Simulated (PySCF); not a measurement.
SMILES C#C[SiH](Cl)Cl (C₂H₂Cl₂Si), B3LYP/def2-SVP optimised geometry.

```
7

Si    -0.41    -0.98     0.00
Cl    -1.07    -1.93    -1.71
Cl    -1.07     0.98     0.00
C     -1.07    -1.84     1.46
C     -1.49    -2.41     2.45
H      1.07    -0.98     0.00
H     -1.86    -2.92     3.32
```

Density from B3LYP/def2-TZVP run with PySCF at that geometry.

Minimum of the electron density along straight lines between bonded atoms, close to the bond critical point (lines longer than 1.1 times the sum of covalent radii, or with two minima, are not listed):

```csv
bond,length / Å,ρ at the minimum / e bohr⁻³,∇²ρ there / e bohr⁻⁵,position (fraction from the first atom)
Si1–Cl2,2.067,0.100,0.19,0.36
Si1–Cl3,2.067,0.100,0.19,0.36
Si1–C4,1.822,0.125,0.30,0.39
C4–C5,1.217,0.415,-1.24,0.47
Si1–H6,1.477,0.129,0.11,0.49
C5–H7,1.076,0.287,-1.07,0.67
```
